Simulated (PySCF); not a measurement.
Computed IR spectrum (relative IR intensity) of a molecule C₃H₄BFO₂. The structure is a stationary point at PBE-D3(BJ)/def2-SVP. One conformer was computed; it need not be the lowest. Computed with PBE-D3(BJ)/def2-SVP (PySCF 2.14.0). Frequencies are harmonic and unscaled.

| ν (cm⁻¹) | relative intensity |
|---|---|
| 346 | 3.7 |
| 660 | 12 |
| 739 | 4.2 |
| 773 | 17 |
| 926 | 14 |
| 953 | 2.7 |
| 1006 | 6.8 |
| 1078 | 13 |
| 1127 | 24 |
| 1159 | 7.2 |
| 1259 | 9.6 |
| 1287 | 35 |
| 1340 | 91 |
| 1411 | 43 |
| 1433 | 69 |
| 1446 | 18 |
| 1605 | 100 |
| 2909 | 28 |
| 3074 | 8.7 |
| 3105 | 3.8 |

Q: Which structure fits?
A) FB1C=COCO1
B) C#C[C@H](F)B(O)O
C) C=C1OCOB1F
D) C=C1OCB(F)O1

A: A, FB1C=COCO1
